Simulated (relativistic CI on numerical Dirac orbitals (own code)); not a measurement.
# Slater and spin-orbit integrals, Mn¹⁹⁺

Computed by Dirac-Coulomb-Breit CI, KLI orbitals optimised for each configuration, model QED (radiative potential, 1s self-energy scaled to tabulated hydrogen-like ionisation energies), unscaled Slater integrals (own radial code, finite nucleus).

Slater integrals F^k, G^k are unscaled and averaged over j, outside the closed core 1s2; ζ comes from projecting the Hamiltonian with its Breit term on Σ l·s of the shell.

- 2s²2p²: F^2(2p,2p) = 426250, ζ(2p) = 64827 cm⁻¹; <r>(2p) = 0.2238, <r^2>(2p) = 0.06062 (bohr units).
- 2s2p³: F^2(2p,2p) = 425040, G^1(2s,2p) = 459410, ζ(2p) = 64160 cm⁻¹; <r>(2s) = 0.2596, <r^2>(2s) = 0.07893, <r>(2p) = 0.2244, <r^2>(2p) = 0.06096 (bohr units).
- 2p⁴: F^2(2p,2p) = 423170, ζ(2p) = 63521 cm⁻¹; <r>(2p) = 0.2253, <r^2>(2p) = 0.06148 (bohr units).

Averages of the first 10 configurations, taken without configuration mixing, which lowers the lowest level and can move excited configurations by several eV; other configurations of the list can lie among them:

```csv
Configuration,Parity,States,Average energy above the lowest level (eV)
2s²2p²,even,15,20.1
2s2p³,odd,40,102.7
2p⁴,even,15,203.6
2p³3s,odd,40,1039.9
2p³3p,even,120,1063.8
2p³3d,odd,200,1088.8
2s²2p3s,odd,12,880.6
2s²2p3p,even,36,907.2
2s²2p3d,odd,60,932.5
2s2p²3s,even,60,950.9
```
